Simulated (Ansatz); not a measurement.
Born–Oppenheimer molecular dynamics of CH4ClNOSi (9 atoms, charge 0, multiplicity 1). It starts from a relaxed structure.

Method: Ansatz, RKS PBE-D4/STO-3G.

| Property | Result |
| --- | --- |
| ensemble | NVE (velocity Verlet) |
| time step | 0.25 fs |
| steps asked | 266 |
| starting velocities drawn for | 400 K |
| seed | 889402 |

First frame:

```xyz
9
Properties=species:S:1:pos:R:3
Cl -0.245 0.898 -2.571
Si 0.020 1.058 -0.457
N 1.040 -0.230 0.307
C -0.316 -0.836 0.771
O -1.240 0.316 0.491
H 0.296 2.474 -0.216
H 1.454 -0.893 -0.425
H -0.313 -1.065 1.870
H -0.607 -1.768 0.213
```

**Question.** How far do the bonds stretch over the last three quarters of this one trajectory? (Pairs bonded in most of those frames.)

**Answer.** 
| bond | mean (Å) | spread (Å) | shortest | longest |
| --- | --- | --- | --- | --- |
| Cl1–Si2 | 2.134 | 0.037 | 2.08 | 2.21 |
| Si2–N3 | 1.811 | 0.042 | 1.75 | 1.87 |
| Si2–C4 | 2.269 | 0.036 | 2.21 | 2.32 |
| Si2–O5 | 1.738 | 0.020 | 1.70 | 1.76 |
| Si2–H6 | 1.462 | 0.002 | 1.46 | 1.47 |
| N3–C4 | 1.562 | 0.020 | 1.53 | 1.60 |
| N3–H7 | 1.078 | 0.038 | 1.01 | 1.14 |
| C4–O5 | 1.507 | 0.015 | 1.48 | 1.54 |
| C4–H8 | 1.123 | 0.013 | 1.10 | 1.14 |
| C4–H9 | 1.127 | 0.023 | 1.09 | 1.17 |

Mean temperature of the second half: 187 K. The conserved energy stayed within 0.065 meV per atom of its start (net change 0.049 meV per atom), so the integration is sound. The temperature averaged 0.47 of the 400 K drawn at the start: a run that starts near a minimum puts about half its kinetic energy into the potential. A run of 0.067 ps of so small a system gives no equilibrium averages. Limits of this set-up: minimal basis.

Time of the run: 4.9 min on 1 thread of Intel(R) Xeon(R) Platinum 8488C (Sapphire Rapids) (shared host), peak memory 0.099 GiB.
